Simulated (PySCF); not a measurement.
Dissociation curve of SMILES F[SiH3]. The Si1–H5 bond (Si1 also carries F, H, H; H5 carries nothing else) is varied alone, starting from the PBE0/def2-TZVP optimised geometry.

RHF/6-31G (PySCF); RCCSD(T) = CCSD(T) on RHF/6-31G, 6 core orbitals frozen (PySCF); UCCSD(T) = PySCF 2.14.0 with CCSD(T) on UHF/6-31G, 6 core orbitals frozen.

Energies relative to the lowest point of each curve near equilibrium, in kcal/mol:

```json
[
 {"R / Å": "1.52", "RHF": "0.2", "RCCSD(T)": "0.0"},
 {"R / Å": "1.65", "RHF": "4.8", "RCCSD(T)": "3.0"},
 {"R / Å": "1.72", "RHF": "8.9", "RCCSD(T)": "6.2"},
 {"R / Å": "1.83", "RHF": "16.8", "RCCSD(T)": "12.4"},
 {"R / Å": "2.02", "RHF": "32.5", "RCCSD(T)": "24.8"},
 {"R / Å": "2.22", "RHF": "49.7", "RCCSD(T)": "37.8"},
 {"R / Å": "2.66", "RHF": "85.2", "RCCSD(T)": "61.0"},
 {"R / Å": "2.94", "RHF": "104.8", "RCCSD(T)": "70.2"},
 {"R / Å": "3.29", "RHF": "125.7", "RCCSD(T)": "76.4"},
 {"R / Å": "3.67", "RHF": "144.1", "RCCSD(T)": "78.6"},
 {"R / Å": "4.02", "RHF": "157.7", "RCCSD(T)": "78.7"},
 {"R / Å": "4.48", "RHF": "171.3", "RCCSD(T)": "78.0"}
]
```

Question: Estimate the UCCSD(T) values at these points.

Answer: 1.52: 0.0; 1.65: 3.0; 1.72: 6.2; 1.83: 12.4; 2.02: 24.8; 2.22: 37.9; 2.66: 61.6; 2.94: 71.6; 3.29: 78.8; 3.67: 81.2; 4.02: 81.8; 4.48: 82.0 (kcal/mol).

The restricted form behind RHF keeps the bonding electrons paired and can't separate into open-shell fragments. The T1 diagnostic of CCSD on the restricted reference of RCCSD(T) exceeds 0.045 at 4.48 to 5.20 Å. The unrestricted determinant behind UCCSD(T) is spin-contaminated at 2.22 to 5.20 Å (<S²> up to 1.0, against 0.00 for a pure singlet).
